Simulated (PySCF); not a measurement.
Al(F)2(Et) (C₂H₅AlF₂), SMILES [CH2](C)[Al]([F])[F]. Coordinates come from a PBE-D3(BJ)/def2-SVP optimisation. The structure was generated by enumeration; whether it is a known compound was not checked. One conformer was computed; it need not be the lowest.

Give the equilibrium geometry at PBE-D3(BJ)/def2-SVP (PySCF confirms it by a frequency run) as Cartesian coordinates in Å, and its point group. (The exact figures need the calculation; the answer reports its results.)

One answer among several that fit: point group Cs.
```xyz
10

Al    -0.0217     0.5695     0.0000
F      1.6396     0.7794     0.0000
F     -0.9402     1.9693     0.0000
C     -0.8368    -1.2015     0.0000
C      0.1395    -2.3882     0.0000
H     -1.5182    -1.2419     0.8797
H     -1.5182    -1.2419    -0.8797
H      0.8016    -2.3793    -0.8896
H      0.8016    -2.3793     0.8896
H     -0.3964    -3.3606     0.0000
```
Charge 0, spin multiplicity 1.
